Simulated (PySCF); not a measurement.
**Vertical excitation energies**

C6H3FO2.
Cartesian coordinates in Å at the GFN2-xTB level; atoms count from 1:
```xyz
12
C6H3FO2 angstrom
C     -2.9076   -0.2856   -0.0992
C     -1.7312   -0.0598   -0.0130
C     -0.3507    0.1662    0.0778
C      0.2891    1.3052    0.3723
F     -0.1950    2.5003    0.6511
O      1.6488    1.2140    0.3847
C      1.9923   -0.0761    0.0746
O      3.1221   -0.4434    0.0106
C      0.7161   -0.8673   -0.1518
H     -3.9382   -0.4665   -0.1710
H      0.6985   -1.2811   -1.1623
H      0.6569   -1.7067    0.5443
```

Computed with PySCF, TDDFT PBE0/def2-SVPD, vertical, gas phase, core orbitals frozen in the response.

```json
{"state": "S1", "E (eV)": "5.04", "λ (nm)": "246.0", "ν̃ (cm⁻¹)": "40650", "f": "0.143", "|μ| (D)": "2.73", "symmetry": "A′", "main configurations (H = HOMO, L = LUMO)": "H→L (85%), H→L+1 (12%)"}
{"state": "S2", "E (eV)": "5.52", "λ (nm)": "224.7", "ν̃ (cm⁻¹)": "44490", "f": "0.0001", "|μ| (D)": "0.07", "symmetry": "–", "main configurations (H = HOMO, L = LUMO)": "H-1→L (68%), H-2→L+1 (15%), H-2→L (14%)"}
{"state": "S3", "E (eV)": "5.76", "λ (nm)": "215.2", "ν̃ (cm⁻¹)": "46470", "f": "0.0001", "|μ| (D)": "0.08", "symmetry": "–", "main configurations (H = HOMO, L = LUMO)": "H→L+3 (46%), H-2→L (22%), H-1→L+1 (15%)"}
{"state": "S4", "E (eV)": "5.84", "λ (nm)": "212.2", "ν̃ (cm⁻¹)": "47140", "f": "0.156", "|μ| (D)": "2.66", "symmetry": "A′", "main configurations (H = HOMO, L = LUMO)": "H→L+1 (78%), H→L (8%)"}
{"state": "S5", "E (eV)": "5.89", "λ (nm)": "210.3", "ν̃ (cm⁻¹)": "47550", "f": "0.0002", "|μ| (D)": "0.10", "symmetry": "–", "main configurations (H = HOMO, L = LUMO)": "H→L+3 (35%), H-2→L (23%), H-1→L (18%)"}
{"state": "S6", "E (eV)": "6.22", "λ (nm)": "199.4", "ν̃ (cm⁻¹)": "50160", "f": "0.0004", "|μ| (D)": "0.13", "symmetry": "–", "main configurations (H = HOMO, L = LUMO)": "H→L+2 (85%), H→L+3 (14%)"}
```

Triplets (Tamm–Dancoff): T1 3.39 eV, H→L (82%), H→L+1 (15%); T2 4.86 eV, H→L+1 (75%), H→L (13%).

The lowest singlet lies at 5.04 eV (246 nm, ultraviolet) and is of moderate strength; its leading configuration is HOMO→LUMO (85%). The strongest level in the table is S4 at 5.84 eV (212 nm, f = 0.156). Löwdin shares by element: HOMO carbon 73% or more (atoms not listed hold the other 27%); LUMO carbon 46% or more, oxygen 13% or more (atoms not listed hold the other 41%). Weighted by f, the mean energy of these states is 5.46 eV. Of the 6 states listed, 2 reach f = 0.01 and 4 stay under 0.0005. The listed states span 1.18 eV, and the widest gap between neighbours is 0.48 eV (S1 to S2). No computed singlet lies in the visible range (380 to 750 nm); the lowest, at 246 nm, stands 1.78 eV above its violet end (3.26 eV). Symmetry labels in Cs follow from the direction of the transition dipole and are given only for states with f of 0.002 or more. Singlets were solved by full linear response, triplets in the Tamm–Dancoff approximation.

On an Intel Xeon at 2.70 GHz with one thread, shared host with 64 logical CPUs at a one-minute load of 59, this took 54 s (with the writing of density and orbital grids) and 0.86 GiB of memory at its peak.
